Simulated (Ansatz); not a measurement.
System: TeCl2, charge 0, triplet. This triplet is an excited state, 1.6 eV above the singlet at CCSD(T)/def2-QZVPP (Ansatz, a program for electronic structure). TeCl2 (parent SMILES Cl[Te]Cl, triplet).
B3LYP-D3(BJ)/def2-TZVP minimum from Ansatz:
```
Te
Cl 1 2.3240
Cl 1 2.6583 2 87.99
```
Charge 0, spin multiplicity 3.

Total energies in def2-SVP, 20 correlated electrons, 19 frozen orbitals. UHF or UKS for unpaired electrons; spin-orbit terms are left out. Cores are frozen in correlated methods (noble-gas shells, and filled d and f shells in the p block). Past Kr the def2 sets carry scalar-relativistic core potentials. Spin-orbit terms, left out, reach several kcal/mol for Br and I, and more for heavier atoms. The UHF reference of Cl2Te (parent SMILES Cl[Te]Cl, triplet) is spin-contaminated (<S^2> up to 0.05 over the pure value in the sets run). The spin of Cl2Te (parent SMILES Cl[Te]Cl, triplet) was assumed, and the state is the lowest solution found for it.

| method | program | energy (Eh) | minus CCSDT(Q) (mEh) |
|---|---|---|---|
| HF | Ansatz | -1185.67699 | 389.62 |
| MP2 | Ansatz | -1186.01661 | 50.00 |
| CCSD | Ansatz | -1186.05374 | 12.87 |
| CCSD(T) | Ansatz | -1186.06365 | 2.97 |
| CCSDT(Q) | Ansatz | -1186.06662 | 0.00 |

Rough core times of Ansatz's runs on a shared machine: CCSD(T) 50 s, CCSDT(Q) 6 min.
